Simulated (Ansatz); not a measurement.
Ideal-gas functions of BrClH$_{2}$OSi, SMILES `O[SiH](Cl)Br` at 298.15 K and 1 bar, from an Ansatz frequency run at PBE0-D4/def2-TZVP.

Molar mass 161.46 g/mol, point group C1 (symmetry number 1), electronic degeneracy 1, moments of inertia 118.123, 331.197, 423.739 u Å². Harmonic wavenumbers (cm⁻¹, unscaled): 153, 172, 267, 292, 429, 561, 775, 795, 862, 955, 2319, 3912.

Use S(trans) = R[1.5 ln M + 2.5 ln T − 1.1517]; rotational temperatures θ = 24.2544 K / I; S(rot) = R[ln(√π/σ · √(T³/θAθBθC)) + 1.5]; for each mode x = 1.438777 ν̃/T, S = R[x/(eˣ − 1) − ln(1 − e⁻ˣ)] and H = RT x/(eˣ − 1); 1 cm⁻¹ = 0.0119627 kJ/mol; R = 8.31446 J/(mol·K).

By hand: the entropy, in J/(mol·K).

Translation 172.3. Rotation: θ = 0.2053, 0.0732, 0.0572 K, giving 117.6. Vibration, mode by mode: 11.02, 10.10, 6.76, 6.12, 3.61, 2.18, 0.96, 0.88, 0.68, 0.47, 0.00, 0.00, in all 42.8. Electronic 0.0. Sum 332.7 J/(mol·K).

By hand: H − E and G − E in kJ/mol, counted from the electronic energy.

Zero-point energy ½ × 11492 × 0.0119627 = 68.7; thermal vibration 7.5; translation, rotation and pV give 4 RT = 9.9. H − E = 86.1 kJ/mol, and G − E = 86.1 − 298.15 × 332.7/1000 = -13.1 kJ/mol.

Vibration gives 13 % of the entropy. The sum counts one conformer and one mirror image; others add a mixing term.
